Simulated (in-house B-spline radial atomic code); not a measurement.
## Binding energies in Ti6+

NIST's tabulated ground configuration is [Ne] 3s2 3p4; each binding energy is the energy of the ion with one electron taken from that subshell, relaxed, less that of the parent. Computed with an all-electron radial atomic-structure program (B-spline basis): Dirac-Hartree-Fock, average of configuration, Fermi nucleus of rms radius 3.5921 fm. Energies include first-order Breit, QED and recoil terms.

| subshell | X-ray name | binding energy (eV) | -ε (eV) | relaxation (eV) |
| --- | --- | --- | --- | --- |
| 1s | K | 5096.5 | 5131.2 | 28.2 |
| 2s | L1 | 691.3 | 698.7 | 6.9 |
| 3s | M1 | 170.5 | 171.3 | 0.8 |
| 3p | M2,3 | 142 | 142.8 | 0.7 |

Relaxation = -ε minus the binding energy without Breit, QED and recoil terms.

(1) What does it cost to remove both a 3s and a 3p electron?

(2) What does it cost to remove both a 2s and a 3p electron?

Results:

(1) 334.26 eV, which is 21.79 eV more than the two single binding energies together.

(2) 863.32 eV, which is 30.01 eV more than the two single binding energies together.
